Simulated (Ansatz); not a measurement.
FH5OSi2 (`O[SiH2][SiH2]F`) at its PBE0-D4/def2-TZVP geometry, where that method's forces vanish. The species carries charge 0 and has multiplicity 1.

```xyz
9

O    -0.0689   -0.7643    1.7717
Si    0.7609   -0.3476    0.4038
Si   -0.8472    0.6299   -1.0004
F    -0.1192    1.0804   -2.3625
H     0.4126   -1.1886    2.4830
H     1.3826   -1.5375   -0.2460
H     1.8630    0.6129    0.6998
H    -1.4563    1.8404   -0.3903
H    -1.9275   -0.3256   -1.3590
```

**Question.** What forces (eV/Å) does r2SCAN-D4/def2-TZVPP give on these atoms in the Gaussian-basis code of Ansatz? (Best estimate.)

**Answer.** Computed: 
```
O1  -0.049  0.000  0.025
Si2  0.034  0.006 -0.031
Si3 -0.021 -0.003  0.016
F4   0.023  0.011 -0.037
H5   0.012 -0.014  0.025
H6   0.003  0.019 -0.001
H7  -0.004 -0.012 -0.015
H8  -0.002 -0.024  0.000
H9   0.006  0.016  0.018
```
